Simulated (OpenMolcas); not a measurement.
## Ce2+: the spin-orbit constant, worked from levels

```
Program             : OpenMolcas 26.06
Basis               : ANO-R1 [7s5p4d2f]
Scalar Hamiltonian  : X2C, finite nucleus
Active space        : 2 electrons in 7 orbitals (4f)
State averaging     : 2S+1 = 3 even, 21 roots; 2S+1 = 1 even, 28 roots (27 in the spin-orbit step)
Spin-orbit coupling : state interaction with AMFI integrals over the reference wave functions, term energies averaged over their components
```

Methods: CASSCF; SS-CASPT2, IPEA 0.25 Eh, imaginary shift 0.1 Eh (closed shells correlated: 5s 5p). Measured levels: Martin, Zalubas and Hagan, Atomic Energy Levels: The Rare-Earth Elements, NSRDS-NBS 60 (1978).

**The spin-orbit constant.** For the Hund term 3H of f2, E(J) = (A/2) J(J+1) + constant and ζ = 2S·A = 2A. From J = 4 to J = 6 the energy changes by 11 A.

```tsv
Source	E(6) - E(4)	A	ζ
CASSCF	3366.1	306.0	612
SS-CASPT2	3380.7	307.3	615
measured	3127.1	284.3	569
```

All in cm-1. SS-CASPT2 is off by +8.1 % and CASSCF by +7.6 %. Both methods take the spin-orbit matrix elements from the reference wave functions, so the second can move ζ only through the term energies and any multistate remixing. Second-order mixing with other terms is absorbed into this ζ.

Term energies are means over components that CASPT2 splits; among the terms shown or strongly mixed into the levels shown the widest spread is 47 cm-1 (4f2 3H, SS-CASPT2). Some high roots are left out of the spin-orbit mixing, which shifts the levels that they would mix with. Without dynamic correlation excited terms often stand tens of per cent too high (terms of higher spin than the ground term too low), and those without a measured partner can miss by more than the paired ones (holds for CASSCF). Measured partners are found by configuration, term and J. A level has none where our copy of the source lacks it or the pairing is in doubt (some pairs that miss far off the trend of their configuration count as doubtful), and it then counts in no deviation. Only configurations of the active space appear.
